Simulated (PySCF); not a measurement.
## Computed structure and properties of [BiF2]+

System: [BiF2]+ (singlet); start: template (C2v). Method: PySCF 2.14.0, RKS PBE0, Bi def2-SVP with ECP60, F def2-SVP; non-relativistic Hamiltonian with scalar-relativistic core potentials where named; density fitting; no spin-orbit coupling.

Input of the relaxation:

```python
mol = gto.M(atom='''
Bi     0.00000     0.00000    -0.12323
F      1.78970    -0.00000     0.67777
F     -1.78970     0.00000     0.67777''',
    basis={'Bi': 'def2-SVP', 'F': 'def2-SVP'},
    ecp={'Bi': 'def2-SVP'},
    charge=1, spin=0)
mf = dft.RKS(mol, xc='PBE0')
mf.grids.atom_grid = (50, 194)
mf = mf.density_fit()  # fitting sets: Bi def2-universal-JKFIT, F def2-universal-JKFIT
mf.conv_tol = 1e-08; mf.max_cycle = 55
mf.kernel(dm0)  # dm0: converged density of the start geometry
# quasi-Newton relaxation in Cartesian coordinates to a largest gradient under 0.00045 Eh/bohr, steps kept in the point group
```

Run from Python with OMP_NUM_THREADS=2; the lines above give its settings. Where DIIS fails, smearing, a level shift and second-order steps follow.
It took 4.2 s on 2 threads of Arm Neoverse V2, with other jobs on the host, from the converged density of the start.

Course of the relaxation:

```csv
step,energy above end (eV),largest force component within the symmetry (eV/Å)
0,0.6206,2.521
1,0.3265,1.396
2,0.1552,1.135
3,0.0037,0.204
4,0.0031,0.431
5,0.0000,0.021
6,0.0000,0.001
```

Relaxed geometry (C2v):

```xyz
3

Bi    0.0000    0.0000   -0.4756
F     1.4602    0.0000    0.8539
F    -1.4602    0.0000    0.8539
```

```json
{"contact": "Bi1–F2 (F)", "Å": "1.975"}
{"contact": "Bi1–F3 (F)", "Å": "1.975"}
```

On the finer grid (75, 302):

| Property | Result |
| --- | --- |
| HOMO | -16.89 eV |
| LUMO | -10.78 eV |
| Dipole about the centre of mass | 4.40 D |
| Set of Mulliken populations of Bi1 outside the core potential | s 3.94, p 7.20, d 10.17 |
| D3(BJ) dispersion energy (not in the energies) | -0.030 eV |

```tsv
atom	Mulliken (e)	Löwdin (e)	spin (e)
Bi1	1.69	1.51	0.00
F2	-0.35	-0.25	0.00
F3	-0.35	-0.25	0.00
```

On the grid (50, 194), as all that follows. Harmonic modes: a minimum; lowest 195 cm⁻¹ (negative: unstable), highest 676 cm⁻¹, zero-point energy 0.096 eV.

Taking off one F (charge -1, singlet; the rest: singlet) in vacuum, both parts rigid, costs 18.36 eV; the small basis without counterpoise inflates it. Most of it is the attraction of opposite charges; other ways to part are cheaper, and one spin state was tried for the rest.

Rigid scan of F along the line from its metal:

(distance to F2 (Å), energy (eV)): (1.67, 2.142), (1.77, 0.798), (1.87, 0.169), (1.97, 0.000), (2.07, 0.124), (2.17, 0.423), (2.37, 1.272), (2.67, 2.636), (3.07, 4.114), (3.57, 5.308)

One start shape was tried, so this needn't be the lowest isomer.
